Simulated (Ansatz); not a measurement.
Basis-set extrapolation for `ClB1C[SiH2]1` (PBE0-D4/def2-TZVP geometry, frozen core, the Gaussian-basis code of Ansatz). Multiplicity 1, RHF reference.

|  | def2-TZVPP | def2-QZVPP |
| --- | --- | --- |
| HF | -813.327559 | -813.351779 |
| MP2 correlation | -0.576140 | -0.620933 |
| CCSD(T) correlation | -0.651728 | not run |

Energies in hartree. Use E(X) = E(∞) + A·exp(−7.88·√X) for Hartree–Fock and E(X) = E(∞) + B·X^(−2.97) for correlation, with X = 3 and 4, and add CCSD(T) minus MP2 of the smaller set to the MP2 limit.

**Question.** What is the CCSD(T) energy at the basis-set limit?

**Answer.** HF limit: -813.351779 + (-0.024220) × 0.13774 = -813.35512. MP2 limit: -0.620933 + (-0.044793) × 0.74074 = -0.65411. Higher-order term: -0.651728 − (-0.576140) = -0.07559. Total: -814.08482 hartree, 2.87 eV below CCSD(T)/def2-TZVPP.
